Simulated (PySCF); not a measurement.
CH3Cl2NSi2.

```xyz
9

Cl     1.4752    -0.1011    -1.6808
Si     0.2612     0.0197     0.0000
Cl     1.4752    -0.1011     1.6808
C     -0.9885     1.4763     0.0000
N     -2.1634     0.9455     0.0000
Si    -1.9211    -0.8504     0.0000
H     -0.8654     2.5776     0.0000
H     -2.4890    -1.4934     1.2194
H     -2.4890    -1.4934    -1.2194
```

Geometry optimised at r2SCAN-D4/def2-SVP. This is a generated structure with no PubChem entry under its InChIKey; it may be hypothetical.

All values below come from HF/pcSseg-1 (PySCF). Non-relativistic, no solvent.

Computed absolute GIAO shielding of each atom: isotropic value and principal components (ppm):
| atom | σ(iso) | σ11 | σ22 | σ33 | span |
|---|---|---|---|---|---|
| Cl1 | 917.3 | 823.0 | 914.0 | 1014.8 | 191.8 |
| Si2 | 361.7 | 327.5 | 330.3 | 427.3 | 99.8 |
| Cl3 | 917.3 | 823.0 | 914.0 | 1014.8 | 191.8 |
| C4 | -29.5 | -157.0 | -41.0 | 109.4 | 266.4 |
| N5 | -302.1 | -895.5 | -274.5 | 263.8 | 1159.3 |
| Si6 | 377.1 | 295.7 | 378.1 | 457.6 | 161.9 |
| H7 | 21.6 | 17.4 | 22.1 | 25.1 | 7.7 |
| H8 | 26.5 | 24.0 | 25.1 | 30.3 | 6.3 |
| H9 | 26.5 | 24.0 | 25.1 | 30.3 | 6.3 |
